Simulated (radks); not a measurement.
Excited configurations of Re2+: one electron is placed in a higher orbital outside [Xe] 4f14 5d4. The ground configuration is [Xe] 4f14 5d5. All-electron calculation, scalar-relativistic Kohn-Sham, LDA (Slater exchange, Perdew-Wang correlation), spin-polarised, spherical densities, point nucleus; open shells are filled with parallel spins first (spin-orbit coupling, left out, can overturn this in heavy ions). Program: a radial shooting solver on a logarithmic mesh with Libxc functionals. Excitation = E - E(ground); binding = E(ion) - E, where the ion is the core of charge +3; n* = 3/sqrt(2 binding) in atomic units, and the quantum defect is n - n*.

outer orbital  excitation (eV)  binding (eV)     n*  quantum defect  eigenvalue (eV)  <r> (bohr)
5f                      19.969         8.575  3.779           1.221           -6.690       4.994
6s                       2.022        26.523  2.149           3.851          -22.541       2.599
6p                       9.484        19.061  2.535           3.465          -15.918       3.189
6d                      17.410        11.134  3.316           2.684           -9.226       4.765
6f                      22.844         5.700  4.635           1.365           -4.716       8.964
7s                      16.576        11.968  3.199           3.801          -10.324       5.339
7p                      18.907         9.637  3.565           3.435           -8.273       6.335
7d                      21.890         6.654  4.290           2.710           -5.663       8.598
7f                      24.576         3.968  5.555           1.445           -3.376       13.93

The Delta-SCF ionisation energy is 28.544 eV (NIST Atomic Spectra Database: 27 eV, theoretical). Self-interaction in the functional shifts the binding energies and quantum defects, so they are the method's values and not measured ones. Open shells are spherical and high-spin; term and fine-structure splittings are not resolved. Spin-orbit splitting is averaged out at the scalar-relativistic level.
